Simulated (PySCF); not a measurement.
CH₈FNOSi₂, SMILES C[SiH2]N[Si@H](O)F. Atoms are numbered in the order given.

```xyz
14

C      2.6411     1.5299    -0.2943
Si     1.6671    -0.0131     0.1771
N      0.0570     0.4227     0.7606
Si    -1.4490    -0.2245     0.2459
O     -1.2479    -1.8677     0.0433
F     -1.9384     0.3561    -1.2124
H      2.1199     2.0958    -1.0924
H      2.7718     2.2029     0.5781
H      3.6523     1.2575    -0.6609
H      1.4563    -0.9050    -1.0117
H      2.4372    -0.7736     1.2277
H      0.0029     1.1490     1.4813
H     -2.5145     0.1617     1.2193
H     -1.7958    -2.2626    -0.6569
```
Charge 0, spin multiplicity 1.

Geometry: PBE-D3(BJ)/def2-SVP. The structure was generated by enumeration; whether it is a known compound was not checked. The values are those of a single conformer.

Level of theory: PBE/pcSseg-1 (PySCF).

GIAO shieldings, no solvent; atoms listed in one row are averaged. δ = σ(ref) − σ: ¹³C against TMS (σ = 182.0 ppm); ²⁹Si against TMS (σ = 335.4 ppm); ¹⁵N against NH3 (σ = 267.0 ppm); ¹⁷O against H2O (σ = 334.3 ppm); ¹⁹F against CFCl3 (σ = 133.6 ppm); ¹H against TMS (σ = 31.49 ppm), references at their B3LYP-D3(BJ)/def2-TZVP geometries, non-relativistic.

Computed chemical shifts:
```csv
nucleus,atoms,count,δ (ppm)
¹³C,C1,1,2.9
²⁹Si,Si2,1,-31.4
²⁹Si,Si4,1,-35.2
¹⁵N,N3,1,55.0
¹⁷O,O5,1,69.1
¹⁹F,F6,1,-151.2
¹H,H10,1,5.51
¹H,H13,1,5.44
¹H,H11,1,5.41
¹H,H14,1,2.09
¹H,H12,1,1.06
¹H,"H7, H8, H9",3,0.83
```
